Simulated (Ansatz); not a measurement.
Gas-phase electronic energies from Ansatz, PBE0-D4/def2-TZVP geometries. CCSD(T)/CBS adds triple-zeta CCSD(T) − MP2 to the extrapolated MP2 energy (def2 sets, frozen cores). This one scheme is used for every species. Functionals use def2-TZVPP. B3LYP here is the variant with VWN-RPA as its local correlation; programs differ in this. Elements past krypton have def2 core potentials. For In, Se outer-core shells are correlated without core-valence functions, which leaves a few kJ/mol of doubt a bond. Scalar relativity is left out up to krypton. Each species was taken in one conformer, which may not be the lowest.

Reaction (ligand exchange at the Se–In bond): `C[Se][In]([F])[F]` + PH₃ → `C[Se]P` + `[F][InH][F]`

Task: Is it downhill or uphill in electronic energy at CCSD(T)/CBS, and by how much? (An estimate is asked.)

Result: Computed: Uphill: ΔE = +0.84 eV.

Task: What do these levels give: r2SCAN-D4, B3LYP-D4, r2SCAN0-D4, ωB97X-V, r2SCAN, BHLYP, CAM-B3LYP, LC-ωPBE, MP2/def2-SVP, MP2/def2-TZVPP, SCS-MP2/def2-QZVPP, CCSD/CBS(def2)? (An estimate is asked.)

Result: The calculation gave: r2SCAN-D4 0.78, B3LYP-D4 0.80, r2SCAN0-D4 0.79, ωB97X-V 0.77, r2SCAN 0.78, BHLYP 0.83, CAM-B3LYP 0.79, LC-ωPBE 0.74, MP2/def2-SVP 0.97, MP2/def2-TZVPP 0.84, SCS-MP2/def2-QZVPP 0.83, CCSD/CBS(def2) 0.85 eV.

Largest T1 diagnostic among the species: 0.017.

In def2-TZVPP, CCSD(T) changes the Hartree–Fock value by −0.04 eV (the triples alone add −0.00 eV) and MP2 by −0.03 eV. Leaving LDA and LC-ωPBE aside and taking each functional with its dispersion term where it has one, the values, not all of them listed here, spread over 0.13 eV, from revPBE-D4 to BHLYP-D4. LDA lies −0.05 eV from PBE without D4.
